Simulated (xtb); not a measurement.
xtb input:

```bash
xtb mol.xyz --gfn 1 --sp --chrg -1 --uhf 0
```
mol.xyz:
```
10

C     -1.84173602     0.19127436     0.26055161
C     -0.57057875    -0.05573798    -0.20511754
O     -0.15854349    -0.51511608    -1.28792514
O      0.44048812     0.29759670     0.77448175
C      1.75683890     0.05941509     0.35600919
H     -2.68720820    -0.02857798    -0.37572306
H     -2.00547624     0.60004509     1.24728526
H      2.01880587     0.62139861    -0.54858275
H      2.40702618     0.37679533     1.17848113
H      1.94415070    -0.99921474     0.13742706
```

Question: Which total energy does the run end on?

Answer: -18.65172 Eh (GFN1-xTB).

It need not be the lowest isomer of its formula. Whether it binds its extra electron was not tested at this geometry.
